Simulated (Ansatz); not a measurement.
Series PbX4: CAM-B3LYP-D4/def2-TZVP single points in Ansatz on relaxed structures, gas phase. Core potentials for Pb, no spin–orbit coupling. Binding counts from free atoms in the multiplicity of their measured ground term, without zero-point energy. The structures are stationary points that may keep the symmetry of their start.

```csv
species,atoms,state,geometry,HOMO (eV),LUMO (eV),gap (eV),binding per atom (eV),point group (within 0.1 Å)
PbCl4,5,singlet,PBE-D4/def2-SVP,-11.17,-4.46,6.71,2.20,Td
PbH4 (H4Pb),5,singlet,PBE0-D4/def2-TZVP,-10.26,0.61,10.87,1.99,Td
PbMe4 (C4H12Pb),17,singlet,B3LYP-D4/def2-SVP,-8.56,0.80,9.36,3.63,T
```

The gap (eV) runs from 6.71 (PbCl4) to 10.87 (PbH4).
